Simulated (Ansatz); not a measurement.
Ansatz (a quantum-chemistry and plane-wave program) input:

Ansatz 0.2 input:
```yaml
crystal:
  periodic: [false, false, false]
  atoms:
    - {symbol: B, position_ang: [-0.00000000, 0.00000000, -0.00000000]}
    - {symbol: O, position_ang: [0.70673726, 1.10572871, 0.37874790]}
    - {symbol: C, position_ang: [0.20053317, 2.41093923, 0.12744964]}
    - {symbol: O, position_ang: [0.49861260, -1.24719551, 0.24789583]}
    - {symbol: C, position_ang: [1.75228937, -1.41047805, 0.89951019]}
    - {symbol: O, position_ang: [-1.20534986, 0.14146680, -0.62664373]}
    - {symbol: C, position_ang: [-1.95282254, -1.00046118, -1.02695983]}
    - {symbol: H, position_ang: [0.92897385, 3.12216411, 0.51374631]}
    - {symbol: H, position_ang: [0.06219077, 2.57903681, -0.94235305]}
    - {symbol: H, position_ang: [-0.75674533, 2.56406048, 0.62949044]}
    - {symbol: H, position_ang: [1.73799874, -0.96395665, 1.89564654]}
    - {symbol: H, position_ang: [2.55693484, -0.94898031, 0.32380305]}
    - {symbol: H, position_ang: [1.93712295, -2.48011060, 0.98561782]}
    - {symbol: H, position_ang: [-1.39072146, -1.60759200, -1.73921523]}
    - {symbol: H, position_ang: [-2.20965756, -1.62256833, -0.16737175]}
    - {symbol: H, position_ang: [-2.86609680, -0.64205351, -1.49936414]}
basis:
  gaussian:
    orbitals: def2-TZVPD
hamiltonian:
  xc: {name: PBE}
output: {forces: true}
```

Which total energy does the run end on?

-370.08183 Eh (PBE/def2-TZVPD). The basis has 349 functions.
